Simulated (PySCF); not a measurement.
CCuO, SMILES O=[C+][Cu], charge +1, multiplicity 1. Heavy atoms are numbered as in [Cu:1][C+:2]=[O:3].

Geometry optimised at ωB97X-D3(BJ)/def2-TZVP. The multiplicity is an assumed one; other spin states were not compared.

The numbers are results of PBE/pcSseg-2 (PySCF), not measurements.

GIAO shieldings, no solvent; atoms alike by connectivity are averaged. δ = σ(ref) − σ: ¹³C against TMS (σ = 181.4 ppm); ¹⁷O against H2O (σ = 327.5 ppm), references at their B3LYP-D3(BJ)/def2-TZVP geometries, non-relativistic.

Computed chemical shifts:
```csv
nucleus,atoms,count,δ (ppm)
¹³C,C2,1,162.1
¹⁷O,O3,1,399.5
```
